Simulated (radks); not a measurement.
The numbers below are computed, except where a source is named.
Ionisation of Sm, [Xe] 4f6 6s2, to Sm+, [Xe] 4f6 6s1, under several functionals. Scalar-relativistic Kohn-Sham, spin-unpolarised, spherical densities, point nucleus; a radial shooting solver on a logarithmic mesh with Libxc functionals. The NIST Atomic Spectra Database gives 5.644 eV (measured). Rank these functionals by the error of their Delta-SCF ionisation energy: BLYP; AM05; PBE; Wu-Cohen GGA.

Answer. From best to worst: BLYP 5.888 eV (+0.245); AM05 5.901 eV (+0.258); PBE 5.947 eV (+0.303); Wu-Cohen GGA 5.947 eV (+0.303). Spin polarisation and multiplet splitting are left out, so open shells lie too high by an amount that depends on their filling. Spin-orbit splitting is averaged out at the scalar-relativistic level.

Beside tabulated values, note that spin-unpolarised runs miss the spin-polarisation part of the exchange energy of open shells.
